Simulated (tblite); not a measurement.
Species: C₉H₉ (doublet state).
SMILES with atom numbers: `[CH:1]#[C:2][C@@H:3]1[C:4]([C:5](=[CH2:6])[CH3:7])[C:8]1=[CH2:9]` (hydrogens: H10 on C1; H11 on C3; H12, H13 on C6; H14, H15, H16 on C7; H17, H18 on C9)
Bond orders are those of one Lewis drawing.

Computed with GFN2-xTB (tblite), gas phase: L-BFGS steps from a force-field or distance-geometry start until the largest atomic force falls under 0.01 eV/Å.

Step 77: E = -643.3756 eV
```
atom  x, y, z in Å  |  force x, y, z in eV/Å
C1      3.0617   -1.3206   -0.9757   -0.031   0.012   0.008
C2      2.2620   -0.8328   -0.2283    0.063  -0.015  -0.060
C3      1.2812   -0.2205    0.6119   -0.001   0.052   0.007
C4     -0.0807    0.0588    0.0607   -0.023   0.008   0.005
C5     -1.2464   -0.5233   -0.4174   -0.011  -0.055   0.040
C6     -1.3730   -1.8752   -0.4821   -0.009  -0.024  -0.002
C7     -2.3580    0.3879   -0.8615    0.019  -0.032  -0.036
C8      0.7446    1.1440    0.2656   -0.027   0.038   0.032
C9      1.0197    2.4451    0.2377   -0.006  -0.032  -0.011
H10     3.7667   -1.7513   -1.6205    0.031  -0.026   0.005
H11     1.3830   -0.4707    1.6671   -0.018  -0.045  -0.017
H12    -2.2722   -2.3366   -0.8481   -0.021  -0.001  -0.008
H13    -0.5697   -2.5313   -0.1950    0.008   0.042   0.026
H14    -2.0798    0.8861   -1.7880    0.027   0.053  -0.014
H15    -2.5597    1.1499   -0.1131    0.039   0.030   0.026
H16    -3.2655   -0.1805   -1.0376   -0.046  -0.031  -0.005
H17     0.2879    3.1685   -0.0833    0.019  -0.017   0.009
H18     1.9895    2.8089    0.5312   -0.011   0.044  -0.004
```

Step 78: E = -643.3767 eV
```
atom  x, y, z in Å  |  force x, y, z in eV/Å
C1      3.0649   -1.3266   -0.9789   -0.016   0.007   0.014
C2      2.2647   -0.8331   -0.2356    0.059  -0.004  -0.062
C3      1.2849   -0.2180    0.6043    0.015   0.034  -0.007
C4     -0.0784    0.0587    0.0575   -0.041   0.006  -0.009
C5     -1.2458   -0.5233   -0.4163   -0.017  -0.060   0.004
C6     -1.3767   -1.8749   -0.4773   -0.010  -0.038  -0.008
C7     -2.3551    0.3882   -0.8646   -0.012  -0.008  -0.016
C8      0.7446    1.1459    0.2609   -0.018   0.006   0.052
C9      1.0135    2.4480    0.2428   -0.004  -0.034  -0.018
H10     3.7755   -1.7630   -1.6139    0.017  -0.019   0.001
H11     1.3907   -0.4710    1.6580   -0.023  -0.036   0.005
H12    -2.2790   -2.3359   -0.8379   -0.004   0.014  -0.005
H13    -0.5734   -2.5323   -0.1938    0.008   0.039   0.036
H14    -2.0762    0.8904   -1.7892    0.030   0.022  -0.009
H15    -2.5577    1.1500   -0.1165    0.034   0.035   0.038
H16    -3.2639   -0.1795   -1.0405   -0.026  -0.021  -0.016
H17     0.2772    3.1683   -0.0729    0.011   0.005   0.004
H18     1.9815    2.8144    0.5376   -0.002   0.052  -0.003
```

Step 79: E = -643.3775 eV
```
atom  x, y, z in Å  |  force x, y, z in eV/Å
C1      3.0680   -1.3317   -0.9815    0.004  -0.002   0.010
C2      2.2685   -0.8328   -0.2412    0.037   0.012  -0.044
C3      1.2880   -0.2160    0.5981    0.025   0.002  -0.022
C4     -0.0763    0.0583    0.0527   -0.040   0.000  -0.009
C5     -1.2455   -0.5241   -0.4162   -0.025  -0.038  -0.031
C6     -1.3797   -1.8755   -0.4741   -0.004  -0.034  -0.004
C7     -2.3529    0.3890   -0.8671   -0.035   0.015   0.009
C8      0.7447    1.1469    0.2577   -0.015  -0.016   0.054
C9      1.0086    2.4497    0.2467   -0.007  -0.018  -0.021
H10     3.7828   -1.7729   -1.6091    0.001  -0.009   0.002
H11     1.3942   -0.4717    1.6510   -0.021  -0.031   0.012
H12    -2.2845   -2.3369   -0.8286    0.004   0.022  -0.006
H13    -0.5754   -2.5322   -0.1923    0.008   0.028   0.041
H14    -2.0734    0.8952   -1.7902    0.027  -0.012   0.008
H15    -2.5546    1.1511   -0.1177    0.031   0.018   0.026
H16    -3.2635   -0.1776   -1.0425    0.001  -0.003  -0.021
H17     0.2682    3.1669   -0.0655    0.004   0.021  -0.001
H18     1.9741    2.8207    0.5434    0.004   0.045  -0.002
```

Task: Estimate the geometry and energy of step 80. (The exact step hangs on the optimiser's Hessian estimate; all steps are aligned on step 79, rigid shifts and turns removed.)

Result: E = -643.3782 eV, largest force 0.054 eV/Å
```
atom  x, y, z in Å  |  force x, y, z in eV/Å
C1      3.0731   -1.3353   -0.9818    0.023  -0.010   0.006
C2      2.2732   -0.8320   -0.2452    0.016   0.023  -0.024
C3      1.2903   -0.2155    0.5926    0.021  -0.026  -0.031
C4     -0.0745    0.0570    0.0462   -0.030  -0.007  -0.001
C5     -1.2462   -0.5252   -0.4175   -0.020  -0.010  -0.047
C6     -1.3825   -1.8764   -0.4731    0.001  -0.018   0.000
C7     -2.3521    0.3910   -0.8668   -0.042   0.026   0.022
C8      0.7450    1.1463    0.2557   -0.016  -0.026   0.042
C9      1.0044    2.4496    0.2478   -0.001   0.005  -0.017
H10     3.7924   -1.7798   -1.6027   -0.013   0.000   0.005
H11     1.3933   -0.4745    1.6453   -0.014  -0.031   0.010
H12    -2.2893   -2.3384   -0.8214    0.004   0.022  -0.010
H13    -0.5762   -2.5308   -0.1931    0.011   0.009   0.044
H14    -2.0727    0.9003   -1.7891    0.024  -0.034   0.018
H15    -2.5497    1.1532   -0.1155    0.024   0.001   0.016
H16    -3.2647   -0.1736   -1.0412    0.016   0.012  -0.022
H17     0.2610    3.1634   -0.0635   -0.010   0.034  -0.009
H18     1.9666    2.8273    0.5470    0.005   0.029  -0.001
```

The energy changes by -0.0007 eV. The first-order estimate −F·Δx gives -0.0010 eV and the mean of the old and new forces, exact on a quadratic surface, -0.0007 eV. The step makes an angle of 78° with the force vector and moves no atom by more than 0.013 Å.

The cost below is that of the whole relaxation. On one thread of an Arm Neoverse V2 (shared host), this took 0.69 s wall.
